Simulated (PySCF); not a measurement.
The same groups moved round the core (propene ethynyl). Isolated molecules, 0 K electronic values unless said otherwise. One relaxed conformer stands for each flexible species; it need not be the lowest. Strings in code marks are SMILES.

The S1 excitation (TDA) from two functionals at the same geometries (PBE0-D3(BJ)/def2-TZVP), both in PySCF: PBE-D3(BJ)/def2-TZVP and M06-2X/def2-TZVP. Excitations are Tamm–Dancoff values on a coarser integration grid. The basis has no diffuse functions, so Rydberg states are missing or too high.

```csv
species,M06-2X/def2-TZVP (eV)
`C#C/C=C/C`,5.49
`C#C/C=C\C`,5.49
`C#CCC=C`,6.22
```

Task: What does PBE-D3(BJ)/def2-TZVP give for each?

Result: 
- `C#C/C=C/C`: 5.10
- `C#C/C=C\C`: 5.13
- `C#CCC=C`: 5.60
Over these rows, drawn at random from the members with no instability flagged (it was tested for open shells, ions and some series alone), PBE minus M06-2X: mean -0.46 eV, from -0.62 eV to -0.35 eV.
